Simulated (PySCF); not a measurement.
AlBr2, SMILES [Br][Al+][Br], charge +1. Atoms are numbered in the order given.

```xyz
3

Al     0.0000     0.0000     0.0000
Br     0.0000     0.0000    -2.1564
Br     0.0000     0.0000     2.1564
```
Charge +1, spin multiplicity 1.

Geometry: B3LYP-D3(BJ)/def2-TZVP. The multiplicity is an assumed one; other spin states were not compared. The isomer is the one that the SMILES or the coordinates give; other isomers of the formula were not compared.

These are PBE/def2-TZVPD in PySCF values and carry that method's errors.

Mulliken values depend strongly on the basis, most of all with diffuse functions as here. ESP charges are fitted to the potential on shells at 1.4 to 2.0 van der Waals radii. Atomic charges (e):

| atom | Mulliken | meta-Löwdin | ESP fit |
|---|---|---|---|
| Al1 | 0.94 | 0.96 | 0.58 |
| Br2 | 0.03 | 0.02 | 0.21 |
| Br3 | 0.03 | 0.02 | 0.21 |
